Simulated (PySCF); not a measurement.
Isomers of C7H7N3, mass 133.064 u with the commonest isotopes. Theory: PBE0/pcSseg-1 in PySCF (dipole) on a GFN2-xTB geometry, gas phase. One conformer each, none proved a minimum here; rigid rotors.

Question: Order these by radius of gyration √(Σ m r²/M), largest first.
A. `NC1=C2NN=CC2=CC=C1`
B. `[CH:1]#[C:2][c:3]1[cH:4][n:5][n:6]([CH2:7][CH:8]=[CH2:9])[n:10]1` with N5–N6–C7–C8 -101°, N6–C7–C8–C9 126°
C. `[CH:1]#[C:2][c:3]1[cH:4][n:5][n:6][n:7]1[CH2:8][CH:9]=[CH2:10]` with N6–N7–C8–C9 99°, N7–C8–C9–C10 117°
D. `Cc1cccc2cnnn12`

Answer: B (2.473 Å), C (2.174 Å), A (2.044 Å), D (1.996 Å).

Question: Order these by dipole moment, largest first.
A. `Nc1cccc2cn[nH]c12`
B. `[CH:1]#[C:2][c:3]1[cH:4][n:5][n:6][n:7]1[CH2:8][CH:9]=[CH2:10]` with N6–N7–C8–C9 99°, N7–C8–C9–C10 117°
C. `[CH:1]#[C:2][c:3]1[cH:4][n:5][n:6]([CH2:7][CH:8]=[CH2:9])[n:10]1` with N5–N6–C7–C8 -101°, N6–C7–C8–C9 126°
D. `[N:1]#[C:2][c:3]1[cH:4][cH:5][n:6][n:7]1[CH:8]1[CH2:9][CH2:10]1` with N6–N7–C8–C9 34°

Answer: B (4.46 D), A (3.06 D), D (2.53 D), C (0.96 D).

Question: Order these by rotational constant C, smallest first.
A. `Cc1cccc2cnnn12`
B. `[CH:1]#[C:2][c:3]1[cH:4][n:5][n:6][n:7]1[CH2:8][CH:9]=[CH2:10]` with N6–N7–C8–C9 99°, N7–C8–C9–C10 117°
C. `Nc1cccc2cn[nH]c12`
D. `[CH:1]#[C:2][c:3]1[cH:4][n:5][n:6]([CH2:7][CH:8]=[CH2:9])[n:10]1` with N5–N6–C7–C8 -101°, N6–C7–C8–C9 126°

Answer: D (646.3 MHz), B (837.6 MHz), C (909.9 MHz), A (955.9 MHz).

```tsv
SMILES	point group	Ia (u·Å²)	Ib (u·Å²)	Ic (u·Å²)	κ	μa (D)	μb (D)	μc (D)
C#Cc1cnnn1CC=C	C1	258.41	396.21	603.33	-0.22	3.93	2.02	0.59
C#Cc1cnn(CC=C)n1	C1	127.40	718.05	781.95	-0.97	0.96	0.07	0.02
N#Cc1ccnn1C1CC1	Cs	253.39	390.32	604.07	-0.21	1.96	1.61	0.00
Nc1cccc2cn[nH]c12	–	225.01	330.89	555.42	-0.08	2.23	1.87	0.93
Cc1cccc2nn[nH]c12	Cs	227.52	326.98	551.36	-0.04	3.74	2.44	0.01
Cc1cccc2cnnn12	Cs	225.88	305.90	528.69	0.09	3.98	2.05	0.00
```
